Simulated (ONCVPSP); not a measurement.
**Eu: ONCV pseudisation with LDA (Perdew-Wang 92), scalar-relativistic reference atom.**

```
Element                 : europium
Generator               : ONCVPSP 4.0.1
Type                    : optimised norm-conserving Vanderbilt (ONCV)
Functional              : LDA (Perdew-Wang 92)
Relativity              : scalar-relativistic
Frozen core             : [Kr] 4d10 4f6
Valence charge          : 11
Reference configuration : 5s2 5p6 5d1 6s1 (charge +1)
Partial waves           : 5s+6s: rc 2.35 bohr, ncon 4, nbas 8, qcut 6.1 1/bohr, 2 projectors; 5p: rc 1.70 bohr, ncon 4, nbas 8, qcut 5.8 1/bohr, 3 projectors, debl 2.9 Ha; 5d: rc 3.05 bohr, ncon 5, nbas 9, qcut 5 1/bohr, 2 projectors, debl 3.4 Ha
Local potential         : polynomial inside 1.50 bohr (lpopt 4, dvloc0 2 Ha)
Core correction         : polynomial model core, fcfact 0.7
```

Poles of the logarithmic derivatives, all-electron (AE) and pseudo (PS). s: poles at -1.9, 2.6 (AE) and -1.9, 2.6 (PS) Ha. p: poles at 0.6 (AE) and 0.6 (PS) Ha. d: poles at -0.0, 2.4 (AE) and -0.0, 2.4 (PS) Ha. Test radii: s 2.39, p 1.72, d 3.09 bohr.

- Cutoffs needed: 16 Ha and 48 Ha (the cutoffs (Ha) at which the residual kinetic energy of the hardest occupied pseudo-wave falls to 1 and 0.1 mHa per electron)
- Ghost test: no bound ghost flagged; no localised positive-energy state flagged
- Largest excitation error: -99 meV (all-electron minus pseudo) for 5s2 5p6 5d0 6s0, out of 4 test configurations
- rms error of d²Exc/dni dnj: 5.97 mHa without and 0.81 mHa with the model core
